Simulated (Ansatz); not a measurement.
Consider the ligand exchange at a Li–N bond: `[Li][N](C)C` + H₂S → `[Li][SH]` + `CNC`.

Gas-phase electronic energies from Ansatz, PBE0-D4/def2-TZVP geometries. CCSD(T)/CBS is the MP2 limit (def2-TZVPP, def2-QZVPP) plus CCSD(T) − MP2 in def2-TZVPP, frozen cores. This one scheme is used for every species. Functionals use def2-TZVPP. B3LYP here is the variant with VWN-RPA as its local correlation; programs differ in this. HSE06 is defined as in plane-wave codes. For Li outer-core shells are correlated without core-valence functions, which leaves a few kJ/mol of doubt a bond.

`[Li][N](C)C`:

```xyz
10

Li   -0.640    0.969   -2.072
N    -0.172    0.260   -0.557
C    -1.052   -0.411    0.353
C     1.155    0.254   -0.019
H    -2.084   -0.430   -0.022
H    -0.764   -1.465    0.539
H    -1.089    0.067    1.354
H     1.865    0.759   -0.688
H     1.552   -0.768    0.149
H     1.229    0.765    0.963
```

H₂S:

Z-matrix (Å, degrees):
```
S
H 1 1.341
H 1 1.341 2 92.3
```

`[Li][SH]`:

```xyz
3

Li   -0.764   -0.887    0.997
S    -0.260    0.628   -0.426
H     1.024    0.259   -0.571
```

`CNC`:

Cartesian coordinates in Å:
```
C -0.818 0.825 0.332
N 0.133 -0.210 0.665
C 0.667 -0.874 -0.501
H -1.149 1.334 1.240
H -1.700 0.374 -0.132
H -0.429 1.584 -0.369
H 0.888 0.181 1.213
H -0.135 -1.417 -1.010
H 1.421 -1.606 -0.201
H 1.122 -0.191 -1.238
```

| level | ΔE (kJ/mol) | difference from CCSD(T)/CBS |
| --- | --- | --- |
| PBE-D4 | -106.6 | 12.4 |
| revPBE-D4 | -103.7 | 15.3 |
| BLYP-D4 | -100.2 | 18.8 |
| HSE06-D4 | -117.1 | 1.9 |
| BHLYP-D4 | -121.2 | -2.2 |
| ωB97X-V | -118.4 | 0.6 |
| B2PLYP | -112.8 | 6.2 |
| PBE-QIDH | -120.9 | -1.9 |
| B3LYP | -112.8 | 6.2 |
| HSE06 | -118.6 | 0.4 |
| CAM-B3LYP | -114.8 | 4.2 |
| LC-ωPBE | -121.3 | -2.3 |
| RPA@PBE/def2-TZVPP | -105.5 | 13.5 |
| MP2/def2-SVP | -97.2 | 21.8 |
| CCSD/def2-SVP | -98.2 | 20.8 |
| MP2/CBS(def2) | -118.1 | 0.9 |
| CCSD(T)/CBS | -119.0 | 0 |

Problem. What do rigid-rotor, harmonic-oscillator terms from PBE0-D4/def2-TZVP frequencies (298.15 K, 1 bar) make of the CCSD(T)/CBS value? (An estimate is asked.)

Solution. The calculation gave: ΔZPE = +14.3 kJ/mol, ΔH = -106.5 kJ/mol, ΔS = 12 J/(mol·K), ΔG = -110.1 kJ/mol.

Largest T1 diagnostic among the species: 0.011.

At CCSD(T), def2-SVP lies +24.4 kJ/mol from the extrapolated value and def2-TZVPP +5.8 kJ/mol. Leaving LDA and LC-ωPBE aside and taking each functional with its dispersion term where it has one, the values, not all of them listed here, spread over 22.4 kJ/mol, from r2SCAN0-D4 to BLYP-D4. LDA lies +3.9 kJ/mol from PBE without D4.
